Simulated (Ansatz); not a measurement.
Molecule: C$_{4}$H$_{12}$Nb, net charge 0, doublet state. The spin state was set by rule; other spins were not relaxed. SMILES: [CH3][Nb]([CH3])([CH3])[CH3]
Geometry from a B3LYP-D3(BJ)/def2-TZVP (Ansatz, a program for electronic structure) optimisation:
```xyz
17

Nb     0.0000     0.0000     0.0000
C     -1.3261     1.5464     0.7090
C      1.5576     1.0226    -1.0865
C      0.8069    -1.1554     1.6329
C     -1.0384    -1.4136    -1.2554
H     -0.8548     2.2505     1.4032
H     -2.1124     1.0094     1.2594
H     -1.8097     2.1170    -0.0913
H      1.1992     1.5705    -1.9648
H      2.1540     1.7040    -0.4702
H      2.2234     0.2218    -1.4403
H      0.0444    -1.6403     2.2521
H      1.5366    -1.9113     1.3231
H      1.3317    -0.4215     2.2618
H     -1.4427    -0.8097    -2.0809
H     -0.3888    -2.1807    -1.6906
H     -1.8809    -1.9097    -0.7615
```
Charge 0, spin multiplicity 2.

Property: atomisation energy (electronic, to ground-state atoms), in eV. Cores are frozen in the correlated levels unless marked. UHF or UKS for open shells. Spin-orbit coupling is left out. The frozen core is the preceding noble-gas configuration, with the filled d and f shells of earlier blocks. In def2 rows, elements after Kr have scalar-relativistic effective core potentials. STO-3G rows are all-electron and non-relativistic. The coupled-cluster limit lacks core correlation, which all-electron functionals hold. Basis-set limits of correlation are two-point, X^-3; Hartree-Fock from the larger set. [CCSD(T)-MP2]/basis is that difference in the basis named.

```tsv
level	program	atomisation energy (eV)
PBE/def2-TZVPD	Ansatz	65.47
BLYP/def2-TZVPD	Ansatz	[?]
r2SCAN/def2-TZVPD	Ansatz	[?]
PBE0-D3(BJ)/def2-TZVPD	Ansatz + dftd3	64.76
CAM-B3LYP/def2-TZVPD	Ansatz	[?]
wB97X-V/def2-TZVPD	Ansatz	65.06
B2GP-PLYP/def2-TZVPD	Ansatz	63.77
B2PLYP/def2-TZVPD	Ansatz	64.03
PBE-QIDH/def2-TZVPD	Ansatz	63.79
RPA@PBE/def2-TZVPP	Ansatz	60.71
SCS-MP2/def2-SVP	Ansatz	61.81
CCSD/STO-3G	Ansatz	71.24
CCSD/def2-SVP	Ansatz	[?]
CCSD/def2-TZVPP	Ansatz	62.57
RI-MP2/CBS(def2-TZVPP,def2-QZVPP)+[CCSD(T)-MP2]/def2-TZVPP	Ansatz	64.80
```

Task: Complete the blanks.

Result: 
- BLYP/def2-TZVPD, atomisation energy (eV): 64.37
- r2SCAN/def2-TZVPD, atomisation energy (eV): 64.71
- CAM-B3LYP/def2-TZVPD, atomisation energy (eV): 64.89
- CCSD/def2-SVP, atomisation energy (eV): 61.06
